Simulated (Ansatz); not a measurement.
C₉H₂₀, SMILES `CC(C)(C)CC(C)(C)C`. The species carries charge 0 and has multiplicity 1. The geometry is a stationary point of PBE0-D4/def2-TZVP.

```xyz
29

C     1.794    1.991   -0.215
C     1.190    0.645    0.193
C     0.994    0.654    1.706
C     2.200   -0.441   -0.179
C    -0.124    0.508   -0.606
C    -1.215   -0.545   -0.312
C    -2.151   -0.535   -1.523
C    -2.049   -0.176    0.915
C    -0.674   -1.962   -0.144
H     1.937    2.046   -1.298
H     2.769    2.140    0.259
H     1.145    2.820    0.080
H     0.264    1.407    2.012
H     1.941    0.888    2.202
H     0.662   -0.315    2.082
H     1.883   -1.435    0.136
H     2.365   -0.467   -1.260
H     3.163   -0.237    0.299
H     0.175    0.381   -1.654
H    -0.630    1.481   -0.567
H    -2.996   -1.211   -1.367
H    -2.552    0.467   -1.701
H    -1.627   -0.852   -2.429
H    -2.893   -0.865    1.016
H    -1.477   -0.222    1.841
H    -2.456    0.835    0.820
H    -1.505   -2.671   -0.075
H    -0.078   -2.070    0.764
H    -0.055   -2.259   -0.995
```

Problem. What is the dipole moment at B3LYP/def2-TZVPP? (Estimate.)

Solution. Computed: 0.01 D, zero by symmetry or nearly so.

Problem. Give the Mulliken charges with B3LYP, r2SCAN, PBE in def2-TZVPP. (An estimate is asked.)

Solution. The calculation gave: 
| atom | B3LYP | r2SCAN | PBE |
| --- | --- | --- | --- |
| C1 | -0.30 | -0.23 | -0.29 |
| C2 | 0.28 | 0.44 | 0.29 |
| C3 | -0.31 | -0.26 | -0.29 |
| C4 | -0.30 | -0.24 | -0.28 |
| C5 | -0.24 | -0.31 | -0.25 |
| C6 | 0.28 | 0.44 | 0.29 |
| C7 | -0.30 | -0.23 | -0.29 |
| C8 | -0.30 | -0.24 | -0.28 |
| C9 | -0.31 | -0.26 | -0.29 |
| H10 | 0.08 | 0.05 | 0.08 |
| H11 | 0.07 | 0.04 | 0.07 |
| H12 | 0.08 | 0.04 | 0.07 |
| H13 | 0.08 | 0.05 | 0.07 |
| H14 | 0.08 | 0.04 | 0.07 |
| H15 | 0.07 | 0.04 | 0.07 |
| H16 | 0.08 | 0.05 | 0.07 |
| H17 | 0.07 | 0.05 | 0.07 |
| H18 | 0.07 | 0.04 | 0.07 |
| H19 | 0.06 | 0.04 | 0.05 |
| H20 | 0.06 | 0.04 | 0.05 |
| H21 | 0.07 | 0.04 | 0.07 |
| H22 | 0.08 | 0.05 | 0.08 |
| H23 | 0.08 | 0.04 | 0.07 |
| H24 | 0.07 | 0.04 | 0.07 |
| H25 | 0.08 | 0.05 | 0.07 |
| H26 | 0.07 | 0.05 | 0.07 |
| H27 | 0.08 | 0.04 | 0.07 |
| H28 | 0.07 | 0.04 | 0.07 |
| H29 | 0.08 | 0.05 | 0.07 |

B3LYP here is the variant with VWN-RPA as its local correlation; programs differ in this.
